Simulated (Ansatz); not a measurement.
```yaml
crystal:
  periodic: [false, false, false]
  atoms:
    - {symbol: O, position_ang: [-0.528284, -0.116145, 1.566077]}
    - {symbol: Mo, position_ang: [0.005278, -0.046301, -0.248822]}
    - {symbol: O, position_ang: [1.707988, -0.871988, 0.170225]}
    - {symbol: F, position_ang: [-1.132852, -1.033926, -1.116197]}
    - {symbol: Cl, position_ang: [0.109968, 2.193741, -0.762470]}
basis:
  gaussian: {orbitals: cc-pVTZ-DK}
hamiltonian: {xc: {name: HSE06}, dispersion: d3bjatm}
output: {forces: true}
```

```sh
$ ansatz run in.yaml --threads 2 --pin off --events-out ev --progress --plain --max-ram 32768MiB --backend cpu
```

Output, abridged:

```
Functional definition: HSE06
1500 factors; their error is unknown
87 factors; integrals over basis functions are off by at most 3.0e-6 eV
mean field evaluation 1: about -129501.5373 eV, gradient 1.1e2 eV
mean field evaluation 2: about -128958.0966 eV, gradient 4.4e2 eV
mean field evaluation 4: about -129504.2922 eV, gradient 1.1e2 eV
mean field evaluation 8: about -129519.4275 eV, gradient 6.2e1 eV
mean field evaluation 16: about -129525.8862 eV, gradient 1.7e-5 eV
mean field -129525.88619360 eV, -4759.9885218158 hartree, gradient 1.7e-5 eV, S^2 0.000000; 0 other end points of the search recorded, 0 dependent functions left out
reference -129525.88626243 eV, -4759.9885243451 hartree; 42, 42 occupied and 159, 159 virtual orbitals, 1500 factors
Total energy: -129525.98858595 eV, -4759.9922846654 hartree
Relativity: scalar
Atom 0 at    -0.528284    -0.116145     1.566077 Å, force     1.256314     0.761236    -7.672748 eV/Å
Atom 1 at     0.005278    -0.046301    -0.248822 Å, force     7.138988    -1.350568    12.529359 eV/Å
Atom 2 at     1.707988    -0.871988     0.170225 Å, force    -6.742356     3.467689    -3.077319 eV/Å
Atom 3 at    -1.132852    -1.033926    -1.116197 Å, force    -1.661277    -1.562368    -1.789125 eV/Å
Atom 4 at     0.109968     2.193741    -0.762470 Å, force     0.008330    -1.315989     0.009832 eV/Å
Dipole moment:    -0.301098     0.198114    -0.604024 e Å
```

It took 11 s on 2 threads of an AMD EPYC 7R13 on a shared host, with 0.76 GiB of host memory at the peak.
